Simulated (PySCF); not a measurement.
Parent: `[CH2:1]=[C:2]([C:3](=[O:4])[F:5])[C:6]([F:7])([F:8])[F:9]` with C1–C2–C3–O4 180°, C4H2F4O.

Computed geometry: GFN2-xTB, gas phase. One conformer each, not checked by frequencies here.

```csv
coordinate of the parent,value
C1=C2,1.330 Å
C2–C3,1.479 Å
C3=O4,1.178 Å
C3–F5,1.358 Å
C2–C6,1.515 Å
C6–F7,1.339 Å
C6–F8,1.337 Å
C6–F9,1.336 Å
C1–C2–C3,123.9°
C1–C2–C6,122.1°
C3–C2–C6,114.0°
C2–C3–O4,129.0°
C2–C3–F5,110.8°
O4–C3–F5,120.2°
C2–C6–F7,111.8°
C2–C6–F8,111.9°
C2–C6–F9,112.0°
F7–C6–F8,106.7°
F7–C6–F9,106.7°
F8–C6–F9,107.4°
```

Task: How does the shared frame change in `[O:1]=[C:2]([F:3])/[C:4](=[CH:5]\[C:6]([F:7])([F:8])[F:9])[C:10]([F:11])([F:12])[F:13]` with O1–C2–C4–C5 0°, C5HF7O? Atoms pair as C1 = C5, C2 = C4, C3 = C2, O4 = O1, F5 = F3, C6 = C10, F7 = F13, F8 = F11, F9 = F12 (parent first).

Result: 
```
  parent     relative  value in the relative  change
   C1=C2        C5=C4                1.332 Å  +0.002
   C2–C3        C4–C2                1.495 Å  +0.016
   C3=O4        C2=O1                1.176 Å  -0.002
   C3–F5        C2–F3                1.344 Å  -0.014
   C2–C6       C4–C10                1.523 Å  +0.008
   C6–F7      C10–F13                1.337 Å  -0.002
   C6–F8      C10–F11                1.333 Å  -0.004
   C6–F9      C10–F12                1.333 Å  -0.003
C1–C2–C3     C5–C4–C2                 123.7°    -0.2
C1–C2–C6    C5–C4–C10                 119.8°    -2.3
C3–C2–C6    C2–C4–C10                 116.5°    +2.5
C2–C3–O4     C4–C2–O1                 128.1°    -0.9
C2–C3–F5     C4–C2–F3                 110.9°    +0.1
O4–C3–F5     O1–C2–F3                 120.9°    +0.7
C2–C6–F7   C4–C10–F13                 111.6°    -0.2
C2–C6–F8   C4–C10–F11                 111.6°    -0.3
C2–C6–F9   C4–C10–F12                 111.6°    -0.4
F7–C6–F8  F13–C10–F11                 106.9°    +0.2
F7–C6–F9  F13–C10–F12                 106.9°    +0.2
F8–C6–F9  F11–C10–F12                 108.0°    +0.6
```

Of the parent's bonds, C2–C3 changes most (+0.016 Å). Bonds of the relative outside the shared frame: C5–C6 1.513, C6–F7 1.333, C6–F8 1.338, C6–F9 1.333 Å. Point group Cs → Cs.
